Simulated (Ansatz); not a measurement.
CH3NO, SMILES `NC=O` (charge 0, multiplicity 1).

All values below come from Ansatz (a first-principles code) with LC-ωPBE/cc-pVTZ // PBE0-D3(BJ)/def2-TZVP.

Ansatz 0.2 input:
```yaml
crystal:
  periodic: [false, false, false]
  atoms:
    - { symbol: N, position_ang: [0.680227, -0.046181, 0.117609] }
    - { symbol: C, position_ang: [-0.648225, 0.047865, -0.108763] }
    - { symbol: O, position_ang: [-1.381466, 0.855284, 0.405825] }
    - { symbol: H, position_ang: [1.116639, 0.59377, 0.759718] }
    - { symbol: H, position_ang: [1.239085, -0.741149, -0.341945] }
    - { symbol: H, position_ang: [-1.006263, -0.709588, -0.832444] }
basis:
  gaussian: { orbitals: cc-pVTZ }
hamiltonian:
  xc: lc_wpbe
```

Output:

```
Functional definition: LC-wPBE
686 factors; their error is unknown
202 factors; integrals over basis functions are off by at most 1.8e-5 eV
mean field evaluation 1: about -4617.4847 eV, gradient 5.3e1 eV
mean field evaluation 2: about -4616.9579 eV, gradient 5.8e1 eV
mean field evaluation 4: about -4622.0068 eV, gradient 2.5e0 eV
mean field evaluation 8: about -4622.0169 eV, gradient 5.2e-2 eV
mean field evaluation 16: about -4622.0026 eV, gradient 4.3e-5 eV
mean field -4622.00264159 eV, -169.8554641725 hartree, gradient 4.3e-5 eV, S^2 0.000000; 0 other end points of the search recorded, 0 dependent functions left out
reference -4622.00264159 eV, -169.8554641727 hartree; 12, 12 occupied and 120, 120 virtual orbitals, 686 factors
Total energy: -4622.00264159 eV, -169.8554641727 hartree
```
